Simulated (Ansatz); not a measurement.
`[SiH3][O][Mg][Cl]` + H–F → `[F][Mg][O][SiH3]` + HCl at 298.15 K and 1 bar (ligand exchange at a Mg–Cl bond).

Gas-phase electronic energies from Ansatz, PBE0-D4/def2-TZVP geometries. CCSD(T)/CBS is the MP2 limit (def2-TZVPP, def2-QZVPP) plus CCSD(T) − MP2 in def2-TZVPP, frozen cores. This one scheme is used for every species. For Mg outer-core shells are correlated without core-valence functions, which leaves a few kJ/mol of doubt a bond. One conformer a species, not always the lowest.

```json
{"species": "`[SiH3][O][Mg][Cl]`", "CCSD(T)/CBS energy (Eh)": "-1025.89888", "H − E (kJ/mol)": "100.2", "S (J/(mol·K))": "340.2"}
{"species": "H–F", "CCSD(T)/CBS energy (Eh)": "-100.39570", "H − E (kJ/mol)": "33.5", "S (J/(mol·K))": "173.6"}
{"species": "`[F][Mg][O][SiH3]`", "CCSD(T)/CBS energy (Eh)": "-665.90405", "H − E (kJ/mol)": "101.4", "S (J/(mol·K))": "327.9"}
{"species": "HCl", "CCSD(T)/CBS energy (Eh)": "-460.38127", "H − E (kJ/mol)": "26.6", "S (J/(mol·K))": "186.8"}
```

H − E and S are ideal-gas, rigid-rotor, harmonic terms from PBE0-D4/def2-TZVP, for one conformer and one mirror image of each species. 1 Eh = 2625.50 kJ/mol, R = 8.31446 J/(mol·K).

Problem. By hand: ΔE, ΔH, ΔS and ΔG.

Solution. ΔE = (-665.90405) + (-460.38127) − (-1025.89888) − (-100.39570) = 0.00926 Eh = 24.3 kJ/mol. Δ(H − E) = 101.4 + 26.6 − 100.2 − 33.5 = -5.7, so ΔH = 18.6 kJ/mol. ΔS = 327.9 + 186.8 − 340.2 − 173.6 = 0.9 J/(mol·K). ΔG = 18.6 − 298.15 × (0.9)/1000 = 18.3 kJ/mol.

Problem. By hand: the equilibrium constant, and the temperature at which ΔG would vanish if ΔH and ΔS stayed fixed.

Solution. log₁₀ K = −ΔG/(RT ln 10) = -3.2. ΔG = 0 at ΔH/ΔS = 20667 K, far beyond where these terms or the molecules hold.

The number of gas molecules stays the same, so ΔS is small and ΔH decides. A doubt of 5 kJ/mol in ΔE shifts log₁₀ K by 0.9 here. Other conformers and mirror images would add mixing entropy, several J/(mol·K) or more a flexible species. Modes under 60 cm⁻¹, often nearly free rotors, make the harmonic entropy too high. These are equilibria of isolated gas molecules and say nothing of rates. Largest T1 diagnostic: 0.012 (customary marks: 0.02 for closed shells, 0.045 for open ones).
